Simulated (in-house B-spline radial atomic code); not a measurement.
Values are calculated unless marked as measured or tabulated.
## Correlation energy from the adiabatic connection: ω²r²/2 − Z/r, ω = 3.24, Z = 2

Two electrons in a singlet, external potential ω²r²/2 − Z/r, ω = 3.24, Z = 2 (atomic units). Full CI in B-splines (partial waves to l = 8, correlation up to 0.6 % small) with the density held fixed gives W(λ) = <V_ee>_λ − U, and E_c is the integral of W(λ) − W(0) from 0 to 1.

```
   λ  W(λ) − W(0) (hartree)
   0                0.00000
0.02               -0.00184
0.05               -0.00459
0.12               -0.01092
0.25               -0.02238
 0.4               -0.03516
 0.6               -0.05148
 0.8               -0.06704
   1               -0.08188
```

Question: Integrate the table by the trapezoid rule.

Answer: The strips give -0.00002, -0.00010, -0.00054, -0.00216, -0.00432, -0.00866, -0.01185, -0.01489, which sum to -0.04255 hartree. The direct value, W(1) − W(0) + T_c with T_c = 0.03928, is -0.04259; the curve is convex, so chords lie above it and the trapezoids fall short in size by 0.11 %.

Question: Now use only three numbers: W(0) = -1.8214, the initial slope W'(0) = -0.09235 (extrapolated from the first points) and the strong-coupling limit of the point-charge-plus-continuum model, W∞ = -2.5311. What do second-order theory and the interpolation W(λ) = W∞ + (W(0) − W∞)/√(1 + 2χλ) of Seidl, Perdew and Levy give?

Answer: Second order keeps the slope alone: E_c = W'(0)/2 = -0.04618, +8 % in size against -0.04259. Matching the slope fixes χ = W'(0)/(W∞ − W(0)) = -0.09235/(-0.70970) = 0.13013. Integrating, with s = √(1 + 2χ) = 1.122609, E_c = −(W(0) − W∞)(s − 1)/(s + 1) = −0.70970 × 0.122609/2.122609 = -0.04099 hartree, -3.8 % in size against the full result. At λ = 1 the formula gives W − W(0) = -0.07751 against -0.08188. Part of the miss can come from the model's W∞.
